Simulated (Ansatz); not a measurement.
Reaction (isomerisation): `[CH]1=[CH][GeH2]1` → `C#[C][GeH3]`

Calculated with Ansatz (gas phase, PBE0-D4/def2-TZVP geometries, no zero-point term in ΔE). CBS: MP2 limit from def2 TZ/QZ plus the TZ coupled-cluster correction, frozen cores. For Ge outer-core shells are correlated without core-valence functions, which leaves a few kJ/mol of doubt a bond. Scalar relativity is left out up to krypton.

`[CH]1=[CH][GeH2]1`:

Z-matrix (Å, degrees):
```
Ge
C 1 1.911
C 1 1.911 2 40.4
H 1 1.530 2 120.1 3 102.3
H 1 1.530 2 120.1 3 -102.3
H 2 1.084 1 152.8 3 180.0
H 3 1.084 1 152.8 2 180.0
```

`C#[C][GeH3]`:

```xyz
7

C    -0.520   -0.489    1.873
C    -0.208   -0.195    0.746
Ge    0.285    0.268   -1.028
H    -0.796   -0.749    2.869
H     1.218   -0.817   -1.578
H    -0.985    0.360   -1.882
H     1.005    1.622   -1.000
```

```json
{"species": "`[CH]1=[CH][GeH2]1`", "HF/def2-QZVPP energy (Eh)": "-2153.40399"}
{"species": "`C#[C][GeH3]`", "HF/def2-QZVPP energy (Eh)": "-2153.43675"}
```

Q: Work out ΔE.

A: ΔE = (-2153.43675) − (-2153.40399) = -0.03276 Eh = -20.6 kcal/mol. CCSD(T)/CBS gives -12.7 kcal/mol.

Q: What do rigid-rotor, harmonic-oscillator terms from PBE0-D4/def2-TZVP frequencies (298.15 K, 1 bar) make of the CCSD(T)/CBS value? (Estimate.)

A: Computed: ΔZPE = -1.8 kcal/mol, ΔH = -14.1 kcal/mol, ΔS = 9 J/(mol·K), ΔG = -14.7 kcal/mol.

Largest T1 diagnostic among the species: 0.013.

At CCSD(T), def2-SVP lies −1.4 kcal/mol from the extrapolated value and def2-TZVPP −1.6 kcal/mol. Leaving LDA and LC-ωPBE aside and taking each functional with its dispersion term where it has one, the values, not all of them listed here, spread over 6.9 kcal/mol, from B2PLYP to PBE-D4. LDA lies +3.8 kcal/mol from PBE without D4.
